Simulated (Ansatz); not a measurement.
A nudged elastic band was laid between two geometries of BClFH + H4Si (9 atoms, charge 0, multiplicity 1).

Method: RKS PBE0/def2-SVP in Ansatz.

- movable images: 7
- climbing image: yes
- spring: 5.0 eV/Å²
- optimiser: quadratic models (default)
- start path: through a guess of the saddle point
- force threshold: 0.05 eV/Å
- iteration limit: 60
- end points: relaxed

Image 0:

```xyz
9
Properties=species:S:1:pos:R:3
B -0.127 0.856 -0.150
F 0.088 1.586 0.918
H 0.777 0.589 -0.895
Cl -1.752 0.294 -0.470
Si -0.214 -2.847 1.142
H -0.257 -3.053 -0.335
H 0.490 -3.995 1.788
H -1.602 -2.737 1.681
H 0.534 -1.587 1.443
```

Image 8:

```xyz
9
Properties=species:S:1:pos:R:3
B -0.096 -0.629 -0.178
F 0.400 0.278 1.787
H 0.886 -0.205 -0.729
Cl -1.568 0.362 -0.381
Si -0.278 -2.492 0.577
H -0.673 -3.435 -0.519
H 1.005 -2.983 1.169
H -1.342 -2.544 1.630
H -0.399 0.754 1.768
```

**Question.** What changes between the two ends?

**Answer.** Bonds broken: B1–F2, Si5–H9. Bonds formed: B1–Si5, F2–H9. BClFH + H4Si becomes BClH4Si + FH.

**Question.** Give the energies along the band, and the barrier.

**Answer.** It converged. The highest image is number 5 of 0 to 8, 54.0 kcal/mol above the first end and 14.9 kcal/mol above the last; the last end lies 39.0 kcal/mol above the first. Neighbouring images differ by up to 1.6 eV, so the band resolves the path poorly. A vibrational analysis at the climbing image gives one clearly imaginary mode, 1032i cm⁻¹: a first-order saddle point. The orbitals stay closed-shell, which can raise the energy where a bond breaks towards radicals; this wasn't checked here.

| image | path coordinate (Å) | energy (kcal/mol) | B1–F2 (Å) | Si5–H9 (Å) | B1–Si5 (Å) |
| --- | --- | --- | --- | --- | --- |
| 0 | 0.00 | 0.0 | 1.31 | 1.50 | 3.92 |
| 1 | 0.66 | 0.2 | 1.31 | 1.49 | 3.83 |
| 2 | 1.34 | 0.8 | 1.31 | 1.49 | 3.46 |
| 3 | 2.01 | 4.2 | 1.32 | 1.49 | 3.02 |
| 4 | 2.69 | 16.7 | 1.37 | 1.55 | 2.50 |
| 5 | 3.36 | 54.0 | 1.65 | 1.94 | 2.15 |
| 6 | 4.25 | 42.7 | 2.04 | 2.62 | 2.03 |
| 7 | 5.13 | 39.8 | 2.29 | 3.07 | 2.02 |
| 8 | 6.02 | 39.0 | 2.22 | 3.46 | 2.02 |

**Question.** What is the geometry of the highest image?

**Answer.** 
```xyz
9
Properties=species:S:1:pos:R:3:forces:R:3
B -0.163 -0.274 0.071 0.00 0.00 0.00
F 0.222 0.564 1.440 0.00 0.00 0.00
H 0.774 -0.188 -0.678 0.00 0.00 0.00
Cl -1.777 0.213 -0.489 0.00 0.00 0.00
Si -0.269 -2.299 0.790 0.00 0.00 0.00
H -0.419 -2.886 -0.574 0.00 0.00 0.00
H 0.952 -2.880 1.431 0.00 0.00 0.00
H -1.470 -2.615 1.619 0.00 0.00 0.00
H 0.087 -0.530 1.512 0.00 0.00 0.00
```

The band took 37 iterations and about 14 core-minutes.

Run time: 7.3 min on 2 threads of Intel(R) Xeon(R) Platinum 8124M CPU @ 3.00GHz (Skylake/Cascade Lake), on a shared host, peak memory 0.2 GiB.
